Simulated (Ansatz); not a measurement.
Al(PF3)Cl3 (AlPCl₃F₃). Total charge 0; triplet. Geometry PBE-D4/def2-SVP, that of the neutral singlet; atoms count from 1.

```xyz
8

Al   -0.802   -0.955   -0.733
P     0.588    0.702    0.538
F     2.162    0.673    0.300
F     0.536    0.637    2.128
F     0.289    2.248    0.303
Cl   -2.661   -0.348    0.071
Cl    0.137   -2.679    0.051
Cl   -0.250   -0.276   -2.657
```

At PBE0-D4/def2-TZVP a singlet of charge 0 lies 5.84 eV below the triplet at the same geometry.

Estimate the Mulliken populations from the PBE0/def2-TZVP orbitals of Ansatz.


```json
{"atom": "Al1", "charge (e)": "0.41", "spin (α − β)": "0.12"}
{"atom": "P2", "charge (e)": "0.60", "spin (α − β)": "1.20"}
{"atom": "F3", "charge (e)": "-0.19", "spin (α − β)": "0.05"}
{"atom": "F4", "charge (e)": "-0.18", "spin (α − β)": "0.08"}
{"atom": "F5", "charge (e)": "-0.18", "spin (α − β)": "0.08"}
{"atom": "Cl6", "charge (e)": "-0.16", "spin (α − β)": "0.13"}
{"atom": "Cl7", "charge (e)": "-0.14", "spin (α − β)": "0.17"}
{"atom": "Cl8", "charge (e)": "-0.14", "spin (α − β)": "0.17"}
```
Mulliken values depend strongly on the basis.

Where does the spin sit?

Summed by element: Al 0.12, P 1.20, F 0.21, Cl 0.47, of 2 unpaired in all. Largest on single atoms: P2 1.20, Cl7 0.17, Cl8 0.17.

And the Mayer bond orders between heavy atoms (over 0.3)?

Al1–P2 0.64 (2.51 Å); Al1–Cl6 1.13 (2.11 Å); Al1–Cl7 1.13 (2.11 Å); Al1–Cl8 1.13 (2.11 Å); P2–F3 1.11 (1.59 Å); P2–F4 1.09 (1.59 Å); P2–F5 1.09 (1.59 Å).
